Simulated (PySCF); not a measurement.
Ionisation energy along the 7-electron series

Calculated with PySCF 2.14 and a two-component X2C-1e Hamiltonian (Gaussian nucleus, no Breit or QED terms), each ion in its own even-tempered basis scaled to its charge; GMP2 freezes nothing and drops the highest virtual spinors. Values in eV. NIST values: (m) measured, (s) semi-empirical, (t) theoretical.

| ion | configuration | GHF (spin-free) | GMP2 (spin-free) | GHF (screened spin-orbit) | GMP2 (screened spin-orbit) | NIST |
| --- | --- | --- | --- | --- | --- | --- |
| Dy⁵⁹⁺ | [He] 2s2 2p3 | 13296.3 | 13296.2 | 12997.4 | 12997.3 | 12986 ± 7 (t) |
| Ho⁶⁰⁺ | [He] 2s2 2p3 | 13745.2 | 13745.2 | 13428.3 | 13428.3 | 13417 ± 10 (t) |
| Er⁶¹⁺ | [He] 2s2 2p3 | 14202.3 | 14202.3 | 13866.5 | 13866.5 | 13855 ± 12 (t) |

Between Z = 66 and Z = 68 the GMP2 (screened spin-orbit) value grows as Z to the power 2.17.
